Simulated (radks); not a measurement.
Values are calculated unless marked as measured or tabulated.
Task: These are the eigenvalues of the occupied orbitals of an atom or ion with whole-number occupations (hartree). Code: a radial shooting solver on a logarithmic mesh with Libxc functionals. Model: Dirac Kohn-Sham, AM05, spin-unpolarised, spherical densities, point nucleus.

| orbital | eigenvalue |
|---|---|
| 1s1/2 | -100.7810 |
| 2s1/2 | -9.25315 |
| 2p1/2 | -7.07165 |
| 2p3/2 | -7.00949 |
| 3s1/2 | -0.75559 |
| 3p1/2 | -0.31667 |
| 3p3/2 | -0.31210 |

Which element is it, and in what charge state? The configuration may be excited. Open shells, if any, are shared by 2j + 1.

Result: Z = 17, chlorine, charge 0: Cl in [Ne] 3s2 3p5. The list shows which subshells hold electrons but not how many an open one holds; the 1s level, -100.78 hartree, gives Z - s = 14.2 by -(Z - s)^2/2, which with screening and relativity narrows Z to a few neighbours, and the depths of the outer levels then fix element, charge and occupations together.
